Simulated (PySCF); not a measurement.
The vertical singlet excitations below were computed for one of the candidates. Level of theory: TDDFT wB97X-D/def2-SVPD, vertical, gas phase, core orbitals frozen in the response (PySCF 2.14.0, density-fitted response routines). Geometries: GFN2-xTB, one conformer each.

| state | E (eV) | λ (nm) | f |
| --- | --- | --- | --- |
| S1 | 5.32 | 233.0 | 0.0000 |
| S2 | 6.20 | 199.9 | 0.460 |
| S3 | 7.80 | 159.0 | 0.0005 |
| S4 | 7.84 | 158.1 | 0.015 |
| S5 | 8.40 | 147.6 | 0.038 |
| S6 | 8.44 | 147.0 | 0.0014 |
| S7 | 9.02 | 137.5 | 0.025 |
| S8 | 9.02 | 137.4 | 0.0013 |

Triplets computed (Tamm–Dancoff): 3.87, 4.90, 6.45 eV.

Task: Which structure fits?
A. `C/C(F)=C/C(=O)F`
B. `C=C1C[C@@H]1OC(F)F`
C. `FCC1=CCO[C@H]1F`
D. `FC(F)[C@H]1C=CCO1`

Result: A. Its S1, at 5.32 eV, is the lowest among the candidates; the nearest of the others has S1 at 6.31 eV. S1 is HOMO-1→LUMO (94%). Löwdin shares by element: HOMO carbon 61% or more, oxygen 11%, fluorine 10% or more (atoms not listed hold the other 18%); LUMO carbon 62% or more, oxygen 16% (atoms not listed hold the other 22%). At the same level the other candidates give, for their lowest levels:
- `C=C1C[C@@H]1OC(F)F`: 6.31 eV (f 0.001); 7.17 eV (f 0.263); 7.44 eV (f 0.147); 8.07 eV (f 0.038); 8.49 eV (f 0.021); T1 4.45 eV; HOMO -9.94, LUMO 1.23 eV
- `FC(F)[C@H]1C=CCO1`: 6.52 eV (f 0.121); 7.37 eV (f 0.002); 7.83 eV (f 0.148); 8.05 eV (f 0.011); 8.24 eV (f 0.030); T1 4.49 eV; HOMO -9.21, LUMO 1.69 eV
- `FCC1=CCO[C@H]1F`: 7.10 eV (f 0.302); 7.51 eV (f 0.033); 7.85 eV (f 0.007); 7.97 eV (f 0.014); 8.45 eV (f 0.005); T1 4.50 eV; HOMO -9.77, LUMO 1.40 eV

Shape of the structure used: `[CH3:1]/[C:2]([F:3])=[CH:4]/[C:5](=[O:6])[F:7]`: C2–C4–C5–O6 0°.
